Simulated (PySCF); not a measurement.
Geometry:
| atom | x (Å) | y (Å) | z (Å) |
| --- | --- | --- | --- |
| C1 | -2.022 | 1.717 | -2.414 |
| C2 | -1.994 | 1.399 | -1.122 |
| C3 | -1.066 | 0.467 | -0.544 |
| C4 | -0.923 | 0.062 | 0.734 |
| F5 | -1.678 | 0.466 | 1.785 |
| Si6 | 0.489 | -1.151 | 0.387 |
| O7 | 2.003 | -0.778 | 0.804 |
| C8 | 2.696 | -1.020 | 1.995 |
| C9 | 0.022 | -0.305 | -1.264 |
| H10 | -1.334 | 1.279 | -3.117 |
| H11 | -2.732 | 2.422 | -2.811 |
| H12 | -2.695 | 1.850 | -0.430 |
| H13 | 0.171 | -2.557 | 0.617 |
| H14 | 2.296 | -0.404 | 2.802 |
| H15 | 3.743 | -0.763 | 1.829 |
| H16 | 2.622 | -2.070 | 2.284 |
| H17 | -0.374 | -0.952 | -2.043 |
| H18 | 0.768 | 0.345 | -1.713 |

[PySCF 2.14.0 with density-fitted response routines: GIAO PBE0/pcSseg-1 shieldings; geometry: GFN2-xTB; averaged over atoms made equivalent by symmetry, fast rotation or ring inversion; non-relativistic; gas phase; one computed conformer]

Shifts are taken against calculated references (same method and geometry level): 13C and 1H and 29Si against TMS; 19F vs CFCl3; 17O vs H2O.

| atoms | nucleus | count | δ (ppm) |
| --- | --- | --- | --- |
| H17 | 1H | 1 | 1.35 |
| C8 | 13C | 1 | 54.3 |
| C4 | 13C | 1 | ? |
| H12 | 1H | 1 | 7.19 |
| H10 | 1H | 1 | ? |
| H13 | 1H | 1 | 5.52 |
| C9 | 13C | 1 | ? |
| F5 | 19F | 1 | -91.1 |
| H11 | 1H | 1 | 5.65 |
| H14/H15/H16 | 1H | 3 | 4.01 |
| O7 | 17O | 1 | ? |
| C2 | 13C | 1 | ? |
| H18 | 1H | 1 | 1.43 |
| Si6 | 29Si | 1 | -16.0 |
| C1 | 13C | 1 | 124.7 |
| C3 | 13C | 1 | 142.9 |

Question: Fill in the missing shifts.

Answer: 
- C4: 174.8 ppm, fully substituted alkene carbon
- C2: 135.2 ppm, alkene CH; the olefinic region
- C9: 14.2 ppm, allylic sp3 CH2 bonded to Si
- H10: 5.56 ppm, hydrogen on a terminal =CH2 carbon; olefinic region
- O7: 25.9 ppm, oxygen bonded to C, Si

Shifts are as computed. Against solution values, carbons near 30 ppm lie about +3 ppm off and those near 130 ppm about +5 ppm. Of 1211 compounds with measured shifts, 218 miss one by over three times the rms of a fit or turn the order of signals round; such compounds aren't used in these exercises. Unscaled 19F shifts against computed CFCl3 carry errors that often reach 10 to 50 ppm. Experimental scales use liquid or dissolved standards, which lie at an offset from isolated H2O (liquid H2O: subtract about 36 ppm).
